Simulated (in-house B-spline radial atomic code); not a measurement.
**Mn IX (Mn8+): 1s1 2s2 2p6 3s2 (3p1/2)2 (3p3/2)3 3d1 (with a hole in an inner shell)**

Method: Dirac-Hartree-Fock, average of the jj configuration, Fermi nucleus of rms radius 3.7057 fm. Calculated with an all-electron radial atomic-structure program (B-spline basis).

Z_r = [3n² - l(l+1)]/(2<r>); Z_e = n√(-2ε); the last column is Slater's effective charge. Values are occupation-weighted means over j.

| shell | electrons | ε (eV) | <r> (bohr) | Z_r | Z_e | Slater |
| --- | --- | --- | --- | --- | --- | --- |
| 1s | 1 | -7111.5 | 0.06043 | 24.82 | 22.86 | 25.00 |
| 2s | 2 | -1045 | 0.2689 | 22.31 | 17.53 | 21.70 |
| 2p | 6 | -932.2 | 0.2354 | 21.24 | 16.55 | 21.70 |
| 3s | 2 | -272.19 | 0.7573 | 17.83 | 13.42 | 15.10 |
| 3p | 5 | -234.42 | 0.7642 | 16.36 | 12.45 | 15.10 |
| 3d | 1 | -179.69 | 0.7487 | 14.02 | 10.90 | 9.00 |

The least bound orbital is 3d5/2 at -179.1 eV, while the most diffuse is 3p3/2 (<r> = 0.7662 bohr against 0.7495 bohr): energy order and size order differ. The part-filled 1s shell lies below the filled 3s shell in orbital energy.

For the 1s electron the small component carries 0.821 % of the norm, the zero-frequency Breit interaction raises the level by 2.253 eV, self-energy by 3.673 eV, and vacuum polarisation lowers it by 0.3062 eV.
